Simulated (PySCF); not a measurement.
A calculated (MN15, PySCF 2.14, x2c-TZVPall, the spin-free X2C one-electron Hamiltonian (Gaussian nucleus)) atom or ion has these occupied shells.

```csv
shell,electrons,orbital energy (eV),"rms radius, mean of both spins (bohr)"
1s β,1,-7025.4,0.0675
1s α,1,-7025.3,0.0675
2s α,1,-850.33,0.292
2s β,1,-849.46,0.292
2p α,3,-741.25,0.261
2p β,3,-739.92,0.261
3s α,1,-133.64,0.875
3s β,1,-130.59,0.875
3p α,3,-102.42,0.916
3p β,3,-97.744,0.916
3d α,5,-48.628,1.09
```

Q: Name the element and its charge.

A: Fe³⁺ (iron, charge +3), in [Ar] 3d5, high-spin 6S determinant.
